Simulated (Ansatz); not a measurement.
Cost and result for the atomization energy of C2H4BrNO (`C/N=C(/O)Br`) (9 atoms, 8 bonds).

Cartesian coordinates in Å:
```
C 1.024 -0.462 0.742
N -0.261 -0.539 0.099
C -0.738 0.397 -0.563
O -1.923 0.363 -1.172
Br 0.088 2.095 -0.873
H 1.824 -0.288 0.016
H 1.222 -1.402 1.256
H 1.056 0.349 1.476
H -2.293 -0.512 -0.983
```

Charge 0, multiplicity 1. Correlated methods include outer-core shells of Br, which these sets cover unevenly. Scalar relativity is left out up to krypton. The geometry is a stationary point of PBE0-D4/def2-TZVP. It is one conformer, not always the lowest. Program: Ansatz. All runs use 4 threads of an Arm Neoverse V2 on a shared host. Times are those of one run each, without the atoms' runs, and a repeat can differ threefold. Electronic energies, without spin–orbit coupling; frozen cores. CCSD(T)/CBS adds CCSD(T) − MP2 in def2-TZVPP to the MP2 limit, and its time is that of the two runs behind it. T1 = 0.011. With those shells the extrapolation isn't a true limit. HSE06 is the plane-wave form, built on full-range PBE exchange.

CCSD(T)/CBS is a level of theory with its own doubt, some kJ/mol a heavy atom from the limit and from the frozen cores, so smaller differences don't rank the functionals.

| level | functions | wall time | atomization (kcal/mol) | difference from CCSD(T)/CBS | per bond |
| --- | --- | --- | --- | --- | --- |
| LDA (SPW92)/def2-TZVPP | 228 | 1.1 s | 968.1 | 154.1 | 19.3 |
| revPBE-D4/def2-TZVPP | 228 | 1.8 s | 824.4 | 10.4 | 1.3 |
| PBE-D4/def2-TZVPP (with forces) | 228 | 2.1 s | 850.8 | 36.8 | 4.6 |
| BHLYP-D4/def2-TZVPP | 228 | 3.3 s | 775.9 | -38.1 | -4.8 |
| HSE06-D4/def2-TZVPP | 228 | 3.9 s | 823.1 | 9.1 | 1.1 |
| r2SCAN-D4/def2-TZVPP (with forces) | 228 | 4.4 s | 818.9 | 4.9 | 0.6 |
| B2PLYP/def2-TZVPP | 228 | 6 s | 806.3 | -7.7 | -1.0 |
| ωB97X-V/def2-TZVPP | 228 | 7.5 s | 815.8 | 1.8 | 0.2 |
| CCSD(T)/def2-SVP | 108 | 7.5 s | 764.8 | -49.2 | -6.2 |
| B97M-V/def2-TZVPP | 228 | 8.5 s | 814.5 | 0.5 | 0.1 |
| MP2/def2-QZVPP | 437 | 27 s | 827.3 | 13.3 | 1.7 |
| CCSD(T)/def2-TZVPP | 228 | 3 min | 788.2 | -25.8 | -3.2 |
| CCSD(T)/CBS(def2) | – | 3.4 min | 814.0 | 0.0 | 0.0 |

At CCSD(T), def2-SVP lies −49.2 kcal/mol from the extrapolated value and def2-TZVPP −25.8 kcal/mol: correlation converges slowly with the basis, and small sets miss more of it in the bonded molecule than in its fragments. Leaving LDA and LC-ωPBE aside and taking each functional with its dispersion term where it has one, the values spread over 74.8 kcal/mol, from BHLYP-D4 to PBE-D4. LDA lies +121.9 kcal/mol from PBE without D4, its usual overbinding. In def2-TZVPP, CCSD(T) changes the Hartree–Fock value by +249.2 kcal/mol (the triples alone add +18.6 kcal/mol) and MP2 by +273.2 kcal/mol; breaking electron pairs costs correlation energy, which Hartree–Fock lacks.
